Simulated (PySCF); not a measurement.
Isomers of C5H13AlS. Theory: PySCF 2.14.0, PBE0-D3(BJ)/def2-SVP geometry optimisation, gas phase. Energies are electronic, without zero-point or thermal terms, for one conformer each. No frequencies were run at this level. Point groups hold within 0.08 Å.

**Question.** Rank from lowest to highest electronic energy at this level (kJ/mol).
A. `C[CH2][Al]([CH2]C)[S]C` (AlEt2(SMe))
B. `[CH2:1]=[CH:2][CH2:3][AlH2-:4][S+:5]([CH3:6])[CH3:7]` with C1–C2–C3–Al4 -111°, C2–C3–Al4–S5 30°, C3–Al4–S5–C6 68°

**Answer.** A (0.0), B (183.2).

```csv
SMILES,E (Eh),E rel (kJ/mol),dipole (D),point group,"A, B, C (MHz)"
C[CH2][Al]([CH2]C)[S]C,-838.19744,0.0,1.84,C1,"1725, 1260, 779.6"
C=C[CH2][AlH2-][S+](C)C,-838.12768,183.2,4.04,C1,"2330, 1179, 912.5"
```

**Question.** How do the relative energies change in single points at CAM-B3LYP/def2-SVPD (no added dispersion term) on the same geometries?

**Answer.** 
| SMILES | PBE0-D3(BJ)/def2-SVP (kJ/mol) | CAM-B3LYP/def2-SVPD (kJ/mol) | shift |
| --- | --- | --- | --- |
| C[CH2][Al]([CH2]C)[S]C | 0.0 | 0.0 | 0.0 |
| C=C[CH2][AlH2-][S+](C)C | 183.2 | 184.0 | +0.8 |

Each column counts from its own lowest isomer. The order is unchanged; the largest shift is 0.8 kJ/mol.
